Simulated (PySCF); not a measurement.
C₇H₇NO.
SMILES with atom numbers: `[CH3:1][C:2](=[O:3])[c:4]1[cH:5][cH:6][n:7][cH:8][cH:9]1` (hydrogens: H10, H11, H12 on C1; H13 on C5; H14 on C6; H15 on C8; H16 on C9)

The same species was optimised twice, with GFN2-xTB and with PBE0-D3(BJ)/def2-SVP (PySCF), and the same property calculations (PySCF, gas phase) were run on both structures.

```csv
coordinate,GFN2-xTB,PBE0-D3(BJ)/def2-SVP,change
C6–N7 (Å),1.322,1.333,+0.011
C2–C4 (Å),1.494,1.504,+0.010
C8–C9 (Å),1.387,1.395,+0.008
N7–C8 (Å),1.321,1.329,+0.008
C5–C6 (Å),1.385,1.392,+0.007
C4–C9 (Å),1.394,1.397,+0.003
C4–C5 (Å),1.395,1.397,+0.002
C2=O3 (Å),1.209,1.209,0.000
C1–C2 (Å),1.506,1.506,0.000
C1–C2–C4 (°),116.9,118.3,+1.4
O3–C2–C4 (°),121.0,119.9,-1.1
C1–C2–O3 (°),122.2,121.8,-0.4
C6–N7–C8 (°),118.1,117.8,-0.3
C2–C4–C9 (°),124.0,123.7,-0.3
C4–C9–C8 (°),118.3,118.6,+0.3
C5–C6–N7 (°),123.2,123.4,+0.2
N7–C8–C9 (°),123.7,123.5,-0.2
C1–C2–C4–C5 (°),180,-179,+1
```

Rotational constants: A = 3858, B = 1229, C = 937.5 MHz (GFN2-xTB) against A = 3839, B = 1214, C = 928.0 MHz (PBE0-D3(BJ)/def2-SVP). Point groups within 0.08 Å: Cs and Cs.

On the GFN2-xTB structure: HOMO (eV) -7.59 [PBE0/pcSseg-1]; LUMO (eV) -2.18 [PBE0/pcSseg-1]; dipole (D) 2.45 [PBE0/pcSseg-1]; GIAO shielding of C1 (ppm) 158.1 [PBE0/pcSseg-1]; GIAO shielding of C2 (ppm) -14.6 [PBE0/pcSseg-1]; GIAO shielding of O3 (ppm) -332.8 [PBE0/pcSseg-1]; GIAO shielding of C4 (ppm) 41.7 [PBE0/pcSseg-1]; GIAO shielding of C5/C9 (mean) (ppm) 60.5 [PBE0/pcSseg-1]; GIAO shielding of C6/C8 (mean) (ppm) 29.8 [PBE0/pcSseg-1]; GIAO shielding of N7 (ppm) -111.4 [PBE0/pcSseg-1].

Q: What do these properties become on the PBE0-D3(BJ)/def2-SVP structure?

A: 
| property | level | on GFN2-xTB | on PBE0-D3(BJ)/def2-SVP | change |
| --- | --- | --- | --- | --- |
| HOMO (eV) | PBE0/pcSseg-1 | -7.59 | -7.62 | -0.03 |
| LUMO (eV) | PBE0/pcSseg-1 | -2.18 | -2.18 | 0.00 |
| dipole (D) | PBE0/pcSseg-1 | 2.45 | 2.50 | +0.05 |
| energy, GFN2-xTB geometry as zero (kcal/mol) | PBE0/pcSseg-1 | 0.0 | -0.4 | -0.4 |
| GIAO shielding of C1 (ppm) | PBE0/pcSseg-1 | 158.1 | 156.9 | -1.2 |
| GIAO shielding of C2 (ppm) | PBE0/pcSseg-1 | -14.6 | -14.9 | -0.3 |
| GIAO shielding of O3 (ppm) | PBE0/pcSseg-1 | -332.8 | -337.0 | -4.2 |
| GIAO shielding of C4 (ppm) | PBE0/pcSseg-1 | 41.7 | 40.4 | -1.3 |
| GIAO shielding of C5/C9 (mean) (ppm) | PBE0/pcSseg-1 | 60.5 | 58.6 | -1.9 |
| GIAO shielding of C6/C8 (mean) (ppm) | PBE0/pcSseg-1 | 29.8 | 27.4 | -2.4 |
| GIAO shielding of N7 (ppm) | PBE0/pcSseg-1 | -111.4 | -115.4 | -4.0 |

The heavy atoms differ by 0.015 Å rms after alignment. Among bonds between heavy atoms C2–C4 and C6–N7 change most and about equally (+0.010 to +0.011 Å). Changes are differences of the printed values. Neither structure is proved a minimum here.

The values belong to the conformer `[CH3:1][C:2](=[O:3])[c:4]1[cH:5][cH:6][n:7][cH:8][cH:9]1`: C1–C2–C4–C5 -179°.
